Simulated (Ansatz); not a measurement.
Cartesian coordinates in Å:
```
N 1.5074 -0.2615 0.5385
B 0.2281 -0.0950 0.0627
N -0.6668 1.0825 0.0903
C -1.5666 0.4084 -0.5132
S -0.9619 -1.2540 -0.8261
H 1.9969 0.4894 0.9972
H 2.0239 -1.1199 0.4619
H -2.5610 0.7500 -0.8113
```

Charge 0, multiplicity 1.

List the ωB97M-V/def2-TZVPP orbital energies in eV (Ansatz). (An estimate is asked.)

Ansatz gave: Occupied: -2426.53, -395.13, -394.14, -283.95, -220.53, -189.07, -163.63, -163.56, -163.46, -29.13, -27.64, -22.96, -19.56, -17.46, -17.17, -14.78, -14.05, -13.75, -11.68, -11.25, -9.69, -9.05. Lowest empty: 0.97, 2.00, 2.38, 3.47, 3.60, 3.92, 4.25, 4.47.
